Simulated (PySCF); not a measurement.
Isomers of C9H12O, from PySCF, PBE0-D3(BJ)/def2-SVP geometry optimisation, gas phase. One conformer each, no zero-point energy, no frequencies.

Task: Which is lowest in electronic energy at this level?
A. `[CH3:1][CH2:2][CH2:3][c:4]1[cH:5][cH:6][cH:7][c:8]([OH:9])[cH:10]1` with C1–C2–C3–C4 63°, C2–C3–C4–C5 -101°, C7–C8–O9–H 0°: A = 2359, B = 842.4, C = 719.0 MHz, dipole 1.05 D
B. `[CH3:1][CH2:2][c:3]1[cH:4][cH:5][c:6]([O:7][CH3:8])[cH:9][cH:10]1` with C1–C2–C3–C4 89°, C5–C6–O7–C8 0° (4-ethylanisole): A = 3888, B = 683.1, C = 617.0 MHz, dipole 1.22 D
C. `[CH3:1][O:2][c:3]1[cH:4][cH:5][cH:6][c:7]([CH3:8])[c:9]1[CH3:10]` with C1–O2–C3–C4 1°: A = 2210, B = 1112, C = 750.3 MHz, dipole 0.88 D

Result: A. That is `CCCC1=CC=CC(O)=C1` (3-propylphenol), 7.3 kcal/mol below the next.

| SMILES | mapped SMILES | E (Eh) | relative (kcal/mol) | relative (kJ/mol) | dipole (D) |
| --- | --- | --- | --- | --- | --- |
| CCCc1cccc(O)c1 | [CH3:1][CH2:2][CH2:3][c:4]1[cH:5][cH:6][cH:7][c:8]([OH:9])[cH:10]1 | -424.62975 | 0.0 | 0.0 | 1.05 |
| COc1cccc(C)c1C | [CH3:1][O:2][c:3]1[cH:4][cH:5][cH:6][c:7]([CH3:8])[c:9]1[CH3:10] | -424.61806 | 7.3 | 30.7 | 0.88 |
| CCc1ccc(OC)cc1 | [CH3:1][CH2:2][c:3]1[cH:4][cH:5][c:6]([O:7][CH3:8])[cH:9][cH:10]1 | -424.61314 | 10.4 | 43.6 | 1.22 |

As drawn, the lowest has an O–H bond, which the highest lacks.
